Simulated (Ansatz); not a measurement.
A nudged elastic band was laid between two geometries of CH5BNS (9 atoms, charge 1, multiplicity 1).

These are results of Ansatz 0.2.0, UKS PBE-D4/cc-pVDZ, not measurements.

```
movable images  : 5
climbing image  : yes
spring          : 5.0 eV/Å²
optimiser       : quadratic models (default)
start path      : through a guess of the saddle point
force threshold : 0.05 eV/Å
iteration limit : 60
end points      : relaxed
```

First end point:

```xyz
9
Properties=species:S:1:pos:R:3
C -0.137 1.065 0.055
N -0.021 -0.401 0.475
B 0.257 -1.335 -0.660
S 0.555 -2.313 -1.895
H -0.964 1.147 -0.671
H -0.341 1.668 0.958
H 0.818 1.363 -0.412
H -0.895 -0.695 0.957
H 0.727 -0.499 1.193
```

Last end point:

```xyz
9
Properties=species:S:1:pos:R:3
C 0.398 0.962 -0.147
N -0.127 -0.222 0.646
B -0.403 -1.084 -0.634
S 0.158 0.135 -1.795
H -0.849 -2.194 -0.666
H -0.232 1.860 -0.010
H 1.456 1.175 0.087
H -0.968 -0.004 1.215
H 0.568 -0.626 1.304
```

Task: What changes between the two ends?

Result: Bonds broken: C1–H5. Bonds formed: C1–S4, B3–H5.

Task: Give the energies along the band, and the barrier.

Result: It converged. The highest image is number 2 of 0 to 6, 2.47 eV above the first end and 2.42 eV above the last; the last end lies 0.05 eV above the first. Neighbouring images differ by up to 1.4 eV, so the band resolves the path poorly. A vibrational analysis at the climbing image gives one clearly imaginary mode, 600i cm⁻¹: a first-order saddle point.

```csv
image,path coordinate (Å),energy (eV),C1–H5 (Å),C1–S4 (Å),B3–H5 (Å)
0,0.00,0.00,1.10,3.96,2.77
1,1.39,1.02,1.20,3.32,1.72
2,2.78,2.47,2.40,3.23,1.27
3,4.27,1.46,2.60,2.16,1.19
4,5.76,1.15,3.20,2.83,1.19
5,7.25,0.81,3.11,1.94,1.20
6,8.73,0.05,3.43,1.86,1.20
```

Task: What is the geometry of the highest image?

Result: 
```xyz
9
Properties=species:S:1:pos:R:3
C 0.225 0.925 0.088
N 0.031 -0.348 0.842
B -0.134 -0.403 -0.730
S 0.355 -1.596 -1.921
H -1.265 -0.353 -1.298
H -0.540 1.691 0.271
H 1.270 1.272 0.030
H -0.804 -0.410 1.444
H 0.862 -0.778 1.274
```

The run took 6.4 min on 2 threads of Arm Neoverse V1, on a shared host, peak memory 0.21 GiB.
